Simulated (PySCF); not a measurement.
Ge(NH2)3(NMe2), SMILES C[N](C)[Ge]([NH2])([NH2])[NH2], singlet, GFN2-xTB optimised geometry.

```
19

C     -0.58    -2.52    -2.19
N     -1.32    -1.43    -1.59
C     -2.74    -1.54    -1.84
Ge    -0.77    -0.71     0.00
N      1.06    -0.71     0.00
N     -1.38    -1.68     1.45
N     -1.49     0.98     0.00
H     -0.88    -3.50    -1.80
H      0.48    -2.37    -1.99
H     -0.74    -2.52    -3.27
H     -2.93    -1.51    -2.92
H     -3.25    -0.70    -1.37
H     -3.17    -2.48    -1.45
H      1.47    -1.58     0.31
H      1.49     0.03     0.52
H     -2.37    -1.87     1.42
H     -1.18    -1.28     2.36
H     -1.34     1.47    -0.87
H     -1.19     1.58     0.75
```

Density from PySCF with PBE0/def2-SVP at that geometry.

Minimum of the electron density along straight lines between bonded atoms, close to the bond critical point (lines longer than 1.1 times the sum of covalent radii, or with two minima, are not listed):

| bond | length / Å | ρ at the minimum / e bohr⁻³ | ∇²ρ there / e bohr⁻⁵ | position (fraction from the first atom) |
|---|---|---|---|---|
| C1–N2 | 1.445 | 0.271 | -0.76 | 0.39 |
| N2–C3 | 1.446 | 0.272 | -0.76 | 0.61 |
| N2–Ge4 | 1.830 | 0.142 | 0.41 | 0.54 |
| Ge4–N5 | 1.832 | 0.140 | 0.42 | 0.46 |
| Ge4–N6 | 1.849 | 0.136 | 0.39 | 0.46 |
| Ge4–N7 | 1.835 | 0.139 | 0.42 | 0.46 |
| C1–H8 | 1.098 | 0.274 | -0.99 | 0.62 |
| C1–H9 | 1.087 | 0.282 | -1.07 | 0.63 |
| C1–H10 | 1.094 | 0.276 | -1.01 | 0.63 |
| C3–H11 | 1.094 | 0.276 | -1.01 | 0.63 |
| C3–H12 | 1.088 | 0.281 | -1.06 | 0.63 |
| C3–H13 | 1.099 | 0.273 | -0.98 | 0.62 |
| N5–H14 | 1.010 | 0.332 | -1.52 | 0.76 |
| N5–H15 | 1.010 | 0.331 | -1.50 | 0.76 |
| N6–H16 | 1.010 | 0.331 | -1.51 | 0.76 |
| N6–H17 | 1.011 | 0.330 | -1.50 | 0.76 |
| N7–H18 | 1.010 | 0.331 | -1.52 | 0.76 |
| N7–H19 | 1.010 | 0.331 | -1.50 | 0.76 |
